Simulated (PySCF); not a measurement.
**Fractional electron number in Os⁻ (osmium, charge -1)**

The 5d beta orbital of [Xe] 4f14 5d7 6s2 is emptied in steps (occupation f), with all orbitals relaxed, ending at [Xe] 4f14 5d6 6s2. All numbers are calculated (PySCF 2.14, a scalar-relativistic core potential, in aug-cc-pVTZ-PP with ECP60MDF (6s6p5d3f2g, 88 functions)). The exact energy is a straight line in f; departures are measured from the line between the end points of the same method.

```json
{"f": "1", "PBE0 (eV)": "0.000", "r2SCAN (eV)": "0.000"}
{"f": "0.9", "PBE0 (eV)": "-0.175", "r2SCAN (eV)": "-0.277"}
{"f": "0.7", "PBE0 (eV)": "-0.424", "r2SCAN (eV)": "-0.664"}
{"f": "0.5", "PBE0 (eV)": "-0.521", "r2SCAN (eV)": "-0.806"}
{"f": "0.3", "PBE0 (eV)": "-0.448", "r2SCAN (eV)": "-0.686"}
{"f": "0.1", "PBE0 (eV)": "-0.196", "r2SCAN (eV)": "-0.297"}
{"f": "0", "PBE0 (eV)": "0.000", "r2SCAN (eV)": "0.000"}
```

Task: For r2SCAN, how does the orbital energy at f = 1 compare with the removal energy?

Result: −ε = -1.927 eV against a total-energy difference of 1.102 eV. By Janak's theorem ε = ∂E/∂f, so the gap between them reflects the curvature. Along the path −ε is -1.404 (f = 0.9), -0.239 (f = 0.7), 1.037 (f = 0.5), 2.373 (f = 0.3), 3.729 (f = 0.1) eV.

```json
{"method": "PBE0", "E(f=0) − E(f=1) (eV)": "0.964", "−ε at f=1 (eV)": "-0.934", "−ε at f=0.5 (eV)": "0.891"}
{"method": "r2SCAN", "E(f=0) − E(f=1) (eV)": "1.102", "−ε at f=1 (eV)": "-1.927", "−ε at f=0.5 (eV)": "1.037"}
```

At f = 1 the orbital energy is positive for PBE0, r2SCAN: only the finite basis holds the electron.

Reference removal energy between the ground levels: 1.078 eV (measured; photodetachment measurements, as compiled on the Wikipedia data page of electron affinities). The calculation has no spin-orbit coupling. The determinant left behind need not be the lowest term of the ion.
